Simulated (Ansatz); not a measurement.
Cartesian coordinates (Å):
```xyz
6

O      2.3439    -0.2133    -0.0238
C      1.2919     0.0607    -0.4874
Si    -0.5563     0.0197     0.0872
H     -1.1945    -0.8401    -0.9505
H     -0.9107    -0.4669     1.4647
H     -0.9742     1.4400    -0.0902
```
Charge 0, spin multiplicity 2.

Method: frozen-core CCSD(T)/cc-pVTZ // PBE-D3(BJ)/def2-TZVP (Ansatz, a quantum-chemistry and plane-wave program).

```json
{
  "HF energy": "-403.41031 Ha",
  "MP2 correlation energy": "-0.48771 Ha"
}
```

Task: Estimate the CCSD correlation energy, the (T) correction, the total energy and the T1 diagnostic.

Result: 
The CCSD correlation energy is -0.51455 Ha and the (T) correction is -0.02247 Ha. The CCSD(T) total energy is -403.94734 Ha and the T1 diagnostic is 0.020.
